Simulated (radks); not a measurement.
Species: F3+. Configuration: [He] 2s2 2p2.

Method: non-relativistic Kohn-Sham, LDA (Slater exchange, Perdew-Wang correlation), spin-polarised, spherical densities, point nucleus; open shells are filled with parallel spins first; computed with a radial shooting solver on a logarithmic mesh with Libxc functionals.

Energy parts (eV):
part                     energy
total                 -2580.591
kinetic                2572.568
electron-nucleus      -5786.808
Hartree                 848.354
exchange-correlation   -214.705

Orbitals (lengths in bohr, moments of r in powers of bohr; <r^-3> diverges for s and p1/2; r(max) is where P^2 peaks):
| orbital | occ. | eigenvalue (eV) | r(max) | <1/r> | <r> | <r^-3> |
|---|---|---|---|---|---|---|
| 1s up | 1 | -736.7167 | 0.1152 | 8.569 | 0.1774 | - |
| 1s down | 1 | -734.1105 | 0.1150 | 8.591 | 0.1768 | - |
| 2s up | 1 | -92.7208 | 0.7172 | 1.670 | 0.8747 | - |
| 2s down | 1 | -87.3626 | 0.7264 | 1.630 | 0.8929 | - |
| 2p up | 2 | -75.1105 | 0.6161 | 1.585 | 0.8179 | 12.26 |
| 2p down | 0 | -69.2695 | 0.6297 | 1.544 | 0.8453 | 11.65 |

The highest occupied level is 2p up at -75.110 eV. The spin density at the nucleus is -0.163 e/bohr^3 (1s -1.002, 2s 0.840), a Fermi contact field of -8.53 T. The density falls to 0.001 e/bohr^3 at r = 2.25 bohr. Summed over all electrons, <r^2> = 3.590 bohr^2, which gives a Langevin (diamagnetic) susceptibility term of -2.84 x 10^-6 cm^3/mol. For comparison, the ionisation energy in NIST's Atomic Spectra Database is 87.18 eV (semi-empirical). In exact Kohn-Sham theory the highest level is minus the ionisation energy, but local and semilocal functionals leave it too shallow, through self-interaction and a potential that decays too fast; potentials with the right tail come closer. Virial ratio -V/T = 2.00312. Spin moment in Bohr magnetons: 2. The electron density at the nucleus is 451.9 e/bohr^3.
